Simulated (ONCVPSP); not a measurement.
## PBE ONCV dataset for chromium (Cr), scalar-relativistic all-electron reference.

ONCVPSP 4.0.1 was run on this input:

```
# ATOM AND REFERENCE CONFIGURATION
# atsym  z   nc   nv     iexc    psfile
  Cr 24.00    3    4        4      upf
#
#   n    l    f
    1    0    2.00
    2    0    2.00
    2    1    6.00
    3    0    2.00
    3    1    6.00
    3    2    5.00
    4    0    1.00
#
# PSEUDOPOTENTIAL AND OPTIMIZATION
# lmax
    2
#
#   l,   rc,      ep,       ncon, nbas, qcut
    0    1.30    0.00    4    7    8.60
    1    1.55    0.00    4    7   10.50
    2    1.20    0.00    5    9   13.40
#
# LOCAL POTENTIAL
# lloc, lpopt,  rc(5),   dvloc0
    4    1    0.95    0.00
#
# VANDERBILT-KLEINMAN-BYLANDER PROJECTORs
# l, nproj, debl
    0    2    1.90
    1    1    1.20
    2    2    0.60
#
# MODEL CORE CHARGE
# icmod, fcfact, rcfact
    1    0.65    0.00
#
# LOG DERIVATIVE ANALYSIS
# epsh1, epsh2, depsh
   -4.00    5.00    0.02
#
# OUTPUT GRID
# rlmax, drl
    6.00    0.01
#
# TEST CONFIGURATIONS
# ncnf
    4
# nvcnf
#   n    l    f
    4
    3    0    2.00
    3    1    6.00
    3    2    5.00
    4    0    0.00
#
    4
    3    0    2.00
    3    1    6.00
    3    2    4.00
    4    0    0.00
#
    4
    3    0    2.00
    3    1    6.00
    3    2    3.00
    4    0    0.00
#
    4
    3    0    2.00
    3    1    6.00
    3    2    5.00
    4    0    0.50
#
```

Command:

```bash
oncvpsp.x < Cr.dat > Cr.out
```

Resulting log (shortened: citation, most of the input echo, consistency checks and plot data are left out):

```
ONCVPSP  (Optimized Norm-Conservinng Vanderbilt PSeudopotential)
scalar-relativistic version 4.0.1

#   n    l    f        energy (Ha)
    1    0    2.00    -2.1612152E+02
    2    0    2.00    -2.4517176E+01
    2    1    6.00    -2.0605301E+01
    3    0    2.00    -2.7191384E+00
    3    1    6.00    -1.6700090E+00
    3    2    5.00    -1.0706025E-01
    4    0    1.00    -1.4726729E-01

Reference configufation results
  iterations    45
  all-electron total energy (Ha)   -1.05052795D+03

Begin loop to  construct optimized pseudo wave functions
and semi-local pseudopoentials for all angular momenta

Calculating optimized projector #   1

 for l=   0

    Fraction of norm inside rc  0.879044
    Optimizing pswf for qcut=   8.59 a_B^-1,  ecut=  36.89 Ha
    Residual kinetic energy error=  2.92D-05 Ha

    Energy error per electron        Cutoff
         Ha          eV             Ha
         0.01000     0.27211       21.91
         0.00100     0.02721       28.86
         0.00010     0.00272       33.91
         0.00001     0.00027       63.27

Calculating optimized projector #   2

 for l=   0

    Fraction of norm inside rc  0.027582
    Optimizing pswf for qcut=   8.59 a_B^-1,  ecut=  36.89 Ha
    Residual kinetic energy error=  9.16D-06 Ha

    Energy error per electron        Cutoff
         Ha          eV             Ha
         0.01000     0.27211        7.10
         0.00100     0.02721       23.59
         0.00010     0.00272       30.88
         0.00001     0.00027       37.12

Calculating optimized projector #   1

 for l=   1

    Fraction of norm inside rc  0.918128
    Optimizing pswf for qcut=  10.51 a_B^-1,  ecut=  55.25 Ha
    Residual kinetic energy error=  1.58D-08 Ha

    Energy error per electron        Cutoff
         Ha          eV             Ha
         0.01000     0.27211       21.23
         0.00100     0.02721       28.34
         0.00010     0.00272       34.43
         0.00001     0.00027       40.01

   Wellstate for l =  2  n =  4
     eigenvalue =   0.4929
     asymptotic potential =   0.9929
     half-point radius =  4.9013

Calculating optimized projector #   1

 for l=   2

    Fraction of norm inside rc  0.480037
    Optimizing pswf for qcut=  13.39 a_B^-1,  ecut=  89.61 Ha
    Residual kinetic energy error=  1.31D-05 Ha

    Energy error per electron        Cutoff
         Ha          eV             Ha
         0.01000     0.27211       54.30
         0.00100     0.02721       67.26
         0.00010     0.00272       77.85
         0.00001     0.00027      131.97

Calculating optimized projector #   2

 for l=   2

    Fraction of norm inside rc  0.105101
    Optimizing pswf for qcut=  13.39 a_B^-1,  ecut=  89.61 Ha
    Residual kinetic energy error=  1.42D-06 Ha

    Energy error per electron        Cutoff
         Ha          eV             Ha
         0.01000     0.27211       47.14
         0.00100     0.02721       62.39
         0.00010     0.00272       73.87
         0.00001     0.00027       83.00

Construct Vanderbilt / Kleinmman-Bylander projectors

B matrix Hermiticity error, ll=   0
   1   2    1.8724E-04

  Orthonormal projector coefficients  1.1825E+01  1.9187E+00

B matrix Hermiticity error, ll=   2
   1   2    4.4226E-05

  Orthonormal projector coefficients -1.2267E+01 -2.9197E+00

Model core correction analysis
  based on d2Exc/dn_idn_j

d2excae - all-electron derivatives

   -4.158774D-02   -3.784794D-02   -2.266606D-02   -1.289662D-03
   -3.792018D-02   -3.555404D-02   -2.181386D-02   -1.124862D-03
   -2.301358D-02   -2.216187D-02   -1.553716D-02   -6.821234D-04
   -1.522917D-03   -1.423082D-03   -9.934453D-04   -9.126429D-05

d2excps - pseudofunction derivatives with no core correction

   -4.392933D-02   -3.916696D-02   -2.480702D-02   -1.494567D-03
   -3.923954D-02   -3.687570D-02   -2.407054D-02   -1.220831D-03
   -2.515460D-02   -2.441852D-02   -1.678982D-02   -7.839271D-04
   -1.727616D-03   -1.519048D-03   -1.095200D-03   -1.051824D-04

rms 2nd derivative error    1.408799E-03

Polynomial model core charge

d2excps - pseudofunction derivatives with core correction

   -3.869934D-02   -3.677537D-02   -2.378848D-02   -1.145358D-03
   -3.684738D-02   -3.541848D-02   -2.331372D-02   -1.054008D-03
   -2.413571D-02   -2.366166D-02   -1.633209D-02   -7.119405D-04
   -1.378509D-03   -1.352205D-03   -1.023200D-03   -8.269513D-05

rms 2nd derivative error    1.071389E-03

Pseudoatom total energy  -86.979453

Diagnostic tests using Vanderbilt-Kleinman-Bylander pseudopotentials
  1 or more projectors used as specified by nproj input data

   l    rcore       rmatch      e in        delta e   norm test  slope test

   0   1.3020605   1.3415939  -2.7191384  -0.0000021   1.0001417   1.0001444
   0   1.3020605   1.3415939  -0.1472673   0.0000040   1.0000546   1.0000467

   1   1.5580113   1.6053159  -1.6700090  -0.0000019   0.9999964   1.0000003

   2   1.2046404   1.2412159  -0.1070602   0.0000032   1.0000746   1.0000654
   2   1.2046404   1.2412159   0.4929398  -0.0000023   1.0001842   1.0001842

 Testing for bound ghosts
   n   l    E NL Schr. Eq   E Basis Diag.   E Cutoff

   1   0       -2.719140       -2.719123    111.64
   2   0       -0.147263        0.079587    111.64

   2   1       -1.670011       -1.669998     64.19

   3   2       -0.107057       -0.077444    304.97

 Testing for highly-localized positive-energy ghosts
       l    <radius>/rc     E Basis Diag.   E Cutoff

Test configuration 0

   n   l     f        eae           eps        diff
   1   0  2.0000 -216.12151506
   2   0  2.0000  -24.51717551
   2   1  6.0000  -20.60530078
   3   0  2.0000   -2.71913842   -2.71914050   -2.08D-06
   3   1  6.0000   -1.67000899   -1.67001092   -1.93D-06
   3   2  5.0000   -0.10706025   -0.10705707    3.18D-06
   4   0  1.0000   -0.14726729   -0.14726332    3.97D-06

    Total energies and differences
      AE_ref= -1.05052795D+03  AE_tst= -1.05052795D+03  dif=  0.00D+00
      PS_ref= -8.69794533D+01  PS_tst= -8.69794533D+01  dif= -6.25D-13
      PSP excitation error=  6.25D-13

Test configuration 1

   n   l     f        eae           eps        diff
   1   0  2.0000 -216.38041077
   2   0  2.0000  -24.76630002
   2   1  6.0000  -20.85527375
   3   0  2.0000   -2.97610283   -2.97597227    1.31D-04
   3   1  6.0000   -1.92842173   -1.92822910    1.93D-04
   3   2  5.0000   -0.36288425   -0.36291616   -3.19D-05

    Total energies and differences
      AE_ref= -1.05052795D+03  AE_tst= -1.05027432D+03  dif=  2.54D-01
      PS_ref= -8.69794533D+01  PS_tst= -8.67258399D+01  dif=  2.54D-01
      PSP excitation error=  1.80D-05

Test configuration 2

   n   l     f        eae           eps        diff
   1   0  2.0000 -216.90515256
   2   0  2.0000  -25.30647823
   2   1  6.0000  -21.39391800
   3   0  2.0000   -3.49658088   -3.49676202   -1.81D-04
   3   1  6.0000   -2.44236908   -2.44250588   -1.37D-04
   3   2  4.0000   -0.83993251   -0.83982318    1.09D-04

    Total energies and differences
      AE_ref= -1.05052795D+03  AE_tst= -1.04968441D+03  dif=  8.44D-01
      PS_ref= -8.69794533D+01  PS_tst= -8.61359206D+01  dif=  8.44D-01
      PSP excitation error=  1.34D-05

Test configuration 3

psatom: WARNING lschvkbb convergence error n,l,iter=   3   2   3
ea(ii),et,emin,emax -1.070571E-01 -1.177628E-01 -1.177628E-01 -1.177628E-01
run_config: WARNING for fully non-local PS atom, stg. 1
 WARNING no output for configuration 4

Test configuration 4

   n   l     f        eae           eps        diff
   1   0  2.0000 -216.24305911
   2   0  2.0000  -24.63423294
   2   1  6.0000  -20.72275161
   3   0  2.0000   -2.83996851   -2.83990213    6.64D-05
   3   1  6.0000   -1.79160434   -1.79151175    9.26D-05
   3   2  5.0000   -0.22805146   -0.22806186   -1.04D-05
   4   0  0.5000   -0.25222735   -0.25219751    2.98D-05

    Total energies and differences
      AE_ref= -1.05052795D+03  AE_tst= -1.05042845D+03  dif=  9.95D-02
      PS_ref= -8.69794533D+01  PS_tst= -8.68799673D+01  dif=  9.95D-02
      PSP excitation error=  1.12D-05
```

The run took about 3.6 s on one core of a shared server CPU.
